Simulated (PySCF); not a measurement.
## Orbital energies and ionisation energy

Species: C4H14BN.
Z-matrix (Å and degrees, PBE0-D3(BJ)/def2-SVP geometry), rows numbered from 1:
```
B 
N   1  1.6313
C   2  1.4688  1  111.20
C   2  1.4957  1  113.88  3  -131.59
C   4  1.5176  2  111.94  1    72.58
C   4  1.5213  2  111.57  1  -160.28
H   1  1.2267  2  105.69  3  -179.03
H   1  1.2270  2  104.99  3   -59.71
H   1  1.2249  2  107.60  3    59.83
H   2  1.0214  1  102.90  3   114.57
H   3  1.0965  2  108.16  1    56.23
H   3  1.1000  2  112.12  1   177.40
H   3  1.0963  2  108.97  1   -60.70
H   4  1.1005  2  103.30  1   -43.53
H   5  1.0981  4  110.75  2   -49.07
H   5  1.1011  4  111.96  2    72.86
H   5  1.0990  4  109.22  2  -168.32
H   6  1.0996  4  109.67  2   172.38
H   6  1.1011  4  112.30  2   -68.57
H   6  1.1019  4  111.73  2    53.48
```

Level: CAM-B3LYP/def2-SVPD (PySCF). Frontier orbitals with their largest atomic shares (Löwdin; up to four atoms above 4 %):

```
orbital  ε (eV)                             main atoms
 HOMO−3  -11.48    C4 25 %, C5 17 %, H14 14 %, C6 10 %
 HOMO−2  -10.55       N2 27 %, B1 21 %, C6 8 %, C4 7 %
 HOMO−1   -9.06                                      ?
   HOMO   -9.04                                      ?
   LUMO    0.83     C6 17 %, B1 11 %, H10 11 %, C3 9 %
 LUMO+1    1.65  H16 13 %, H10 11 %, H13 10 %, H12 9 %
 LUMO+2    1.77    H18 14 %, B1 13 %, C6 12 %, C3 10 %
```

**Question.** What vertical ionisation energy does ΔSCF give, and how far is −ε(HOMO) from it?

**Answer.** ΔSCF: 10.09 eV (974 kJ/mol; threshold wavelength 123 nm); ⟨S²⟩ of the doublet left behind is 0.757, against 0.75 for a pure doublet. −ε(HOMO) is 9.04 eV, 1.05 eV below it. For the exact functional −ε(HOMO) would equal the first vertical ionisation energy; CAM-B3LYP (range-separated hybrid) falls short of its own ΔSCF value by 10 %.

**Question.** On which atoms does the HOMO lie?

**Answer.** HOMO: B1 41 %, H9 22 %, H8 22 %, N2 6 %; HOMO−1: B1 41 %, H7 28 %, H8 10 %, H9 9 %. These 2 orbitals lie within 0.02 eV of one another. The HOMO−2 lies 1.51 eV lower.

**Question.** What kinetic energy would electrons from this vertical process carry with Lyman-α light (10.199 eV)?

**Answer.** 10.20 − 10.09 = 0.11 eV.

**Question.** How many of the 10 lowest singlet excitations (vertical TDDFT, same level) lie below the ionisation energy?

**Answer.** All 10; they run from 7.17 to 8.87 eV.

**Question.** What total energies stand behind the ΔSCF value?

**Answer.** E(N) = -240.14727 Eh and E(N − 1) = -239.77637 Eh at the same geometry, 0.37090 Eh apart.

The structure is a single PBE0-D3(BJ)/def2-SVP conformer in the gas phase; no vibrational or solvent corrections.

These values come from a run that also computed excited states and ΔSCF ions. Time: 5.9 min wall (with the writing of density and orbital grids); peak memory 1.2 GiB. Hardware: one thread of an Arm Neoverse N1, no GPU, shared host with 64 logical CPUs at a one-minute load of 58.
